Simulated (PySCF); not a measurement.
Geometries of 3 isomers of C4H7F3OS, from PBE0-D3(BJ)/def2-SVP geometry optimisation, gas phase in PySCF 2.14.0. One conformer each, no zero-point energy, no frequencies.

**Question.** Which is lowest in electronic energy at this level?
A.
```xyz
16
angstrom
C     -2.546    0.318   -0.246
C     -1.168   -0.031    0.279
S      0.044    0.198   -1.069
O     -0.332   -0.799   -2.126
C      1.495   -0.554   -0.216
C      2.272    0.393    0.658
F      3.311   -0.224    1.222
F      1.514    0.884    1.651
F      2.741    1.431   -0.034
H     -3.308    0.120    0.521
H     -2.774   -0.290   -1.133
H     -2.613    1.381   -0.526
H     -0.850    0.602    1.121
H     -1.102   -1.091    0.571
H      1.171   -1.432    0.359
H      2.130   -0.886   -1.049
```
B.
```xyz
16
angstrom
C      2.366    1.319    0.727
S      1.737   -0.258    0.097
O      1.790   -1.230    1.241
C     -0.017    0.257   -0.029
C     -0.866   -0.990   -0.150
C     -2.340   -0.686   -0.138
F     -2.707   -0.057    0.985
F     -3.063   -1.802   -0.231
F     -2.688    0.105   -1.163
H      3.436    1.167    0.923
H      1.844    1.553    1.666
H      2.227    2.113   -0.021
H     -0.121    0.925   -0.898
H     -0.271    0.809    0.890
H     -0.650   -1.538   -1.080
H     -0.642   -1.661    0.693
```
C.
```xyz
16
angstrom
C     -2.266   -0.156   -0.340
S     -1.242   -0.706    1.041
C      0.314    0.141    0.654
C      0.217    1.647    0.585
O      0.856   -0.299   -0.597
C      1.751   -1.293   -0.572
F      1.274   -2.414   -0.033
F      2.843   -0.963    0.133
F      2.120   -1.547   -1.815
H     -3.161   -0.793   -0.333
H     -2.580    0.893   -0.244
H     -1.735   -0.310   -1.291
H      0.988   -0.160    1.472
H     -0.215    2.037    1.516
H      1.217    2.079    0.438
H     -0.415    1.959   -0.258
```

**Answer.** C. That is `C(F)(F)(F)O[C@@H](C)SC`, 30.7 kcal/mol below the next.

```
              SMILES                                       atoms numbered as above      E (Eh)  relative (kcal/mol)  relative (kJ/mol)  dipole (D)
 CS[C@H](C)OC(F)(F)F     [CH3:1][S:2][C@H:3]([CH3:4])[O:5][C:6]([F:7])([F:8])[F:9]  -928.40258                  0.0                0.0        2.46
C[S@@](=O)CCC(F)(F)F  [CH3:1][S@@:2](=[O:3])[CH2:4][CH2:5][C:6]([F:7])([F:8])[F:9]  -928.35370                 30.7              128.3        3.66
 CC[S@](=O)CC(F)(F)F   [CH3:1][CH2:2][S@:3](=[O:4])[CH2:5][C:6]([F:7])([F:8])[F:9]  -928.34812                 34.2              143.0        2.43
```

As drawn, the highest has an S=O bond, which the lowest lacks.
